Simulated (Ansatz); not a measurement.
GeCl₄. Charge 0, multiplicity 1. Geometry PBE-D4/def2-SVP, basis def2-TZVP, Ansatz.

| run | HOMO (eV) | LUMO (eV) |
| --- | --- | --- |
| A | -8.21 | -3.59 |
| B | -8.16 | -3.48 |
| C | -11.94 | -0.57 |
| D | -8.02 | -3.52 |
| E | -10.97 | -1.62 |
| F | -12.55 | -0.39 |

LC-ωPBE has ω = 0.4 bohr⁻¹.

Question: The runs used BHLYP, BLYP, LC-ωPBE, PBE, revPBE, ωB97M-V. Estimate which is which.

Answer: A PBE (0 % exact exchange); B revPBE (0 % exact exchange); C ωB97M-V (range-separated); D BLYP (0 % exact exchange); E BHLYP (50 % exact exchange); F LC-ωPBE (range-separated). Exact exchange lowers occupied and raises empty levels; among semilocal functionals meta-GGAs tend to open the gap a little, and such runs are hard to tell apart. The gap grows from 4.50 eV (BLYP) to 12.16 eV (LC-ωPBE).
